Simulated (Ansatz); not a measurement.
Frontier orbitals of C$_{2}$H$_{8}$FNSi (`FCNC[SiH3]`).

The species carries charge 0 and has multiplicity 1. All single points use the PBE0-D4/def2-TZVP geometry. It is one conformer, not always the lowest. Basis def2-TZVPP, Ansatz.

Orbital energies of one run (eV). Highest occupied ones, from the top: -6.06, -7.86, -8.09, -8.32, -8.38, -8.84, -10.22, -10.95, -12.08, -12.27, -12.62, -13.66, -15.86, -17.75. Empty: -0.49, 0.13, 0.38, 0.72, 0.96, 1.07.

Q: Which functional gave them?
A. BHLYP
B. ωB97X-V
C. HSE06 (plane-wave form)
D. LDA (SPW92)

A: D. HOMO energies: LDA (SPW92) -6.06, ωB97X-V -9.79, HSE06 -6.94, BHLYP -8.72 eV.
